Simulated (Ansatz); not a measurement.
Species: I, SMILES `[I]` (charge 0, multiplicity 2), formula I.

Task: How many basis functions does frozen-core CCSD(T)/def2-TZVPP (Ansatz, a first-principles code) use, how many core orbitals are frozen, and how many electrons are correlated?

Result: 50 basis functions and 4 frozen orbitals, which leaves 17 correlated electrons (filled d shells below the valence shell are correlated). Core time is of the order of seconds.
